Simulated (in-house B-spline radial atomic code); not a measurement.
Configurations of Cr⁵⁺, with energies counted from [Ar] 3d1. All numbers are computed (non-relativistic wB97X, spin-polarised, spherical fractional occupations, exact exchange averaged over the configuration; point nucleus) with a radial B-spline atomic code at the basis-set limit, not measured. Shells without spins written out take the highest spin.

Occupations are held fixed; configurations that lie above the ionisation limit could autoionise.

| configuration | E - E(ref) (eV) | highest orbital | its <r> (bohr) |
| --- | --- | --- | --- |
| [Ar] 4p1 | 37.946 | 4p up | 2.187 |
| [Ne] 3s2 3p5 3d2 | 42.993 | 3d up | 0.9367 |
| [Ar] 4f1 | 59.733 | 4f up | 2.815 |
| [Ne] 3s2 3p5 3d1 4f1 | 104.05 | 4f up | 2.781 |

Q: Order these further configurations by energy, lowest first.
A. [Ar] 4d1
B. [Ar] 4s1
C. [Ne] 3s2 3p5 3d1 4p1
D. [Ne] 3s2 3p5 3d1 4s1

A: B (29.633 eV), A (50.329 eV), D (73.751 eV), C (82.104 eV).
